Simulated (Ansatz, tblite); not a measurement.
Forces on CdMeBr (CH3BrCd) at its PBE0-D4/def2-TZVP geometry. Charge 0, multiplicity 1.

In the def2 sets Cd takes a core potential; there is no spin–orbit coupling. The xTB rows come from tblite.

GFN1-xTB (tblite), largest force 0.54 eV/Å:

```xyz
6
positions Å, forces eV/Å
Cd    0.146    0.889    0.758    0.008    0.032    0.028
C    -0.113   -0.697   -0.594   -0.037   -0.203   -0.173
H     0.826   -1.238   -0.707   -0.114   -0.050   -0.079
H    -0.422   -0.303   -1.562    0.015   -0.148    0.009
H    -0.878   -1.374   -0.217    0.063   -0.037   -0.131
Br    0.440    2.723    2.322    0.065    0.405    0.346
```

GFN2-xTB (tblite), largest force 0.47 eV/Å:

```
Cd 0.017 0.087 0.074
C -0.025 -0.134 -0.114
H -0.194 -0.053 -0.108
H 0.032 -0.223 0.046
H 0.114 -0.029 -0.198
Br 0.056 0.353 0.301
```

r2SCAN-D4/def2-TZVP (Ansatz), largest force 0.05 eV/Å:

```
Cd -0.007 -0.034 -0.029
C -0.002 0.006 0.006
H 0.009 0.009 0.010
H 0.000 0.014 0.004
H -0.002 0.007 0.011
Br 0.001 -0.002 -0.001
```
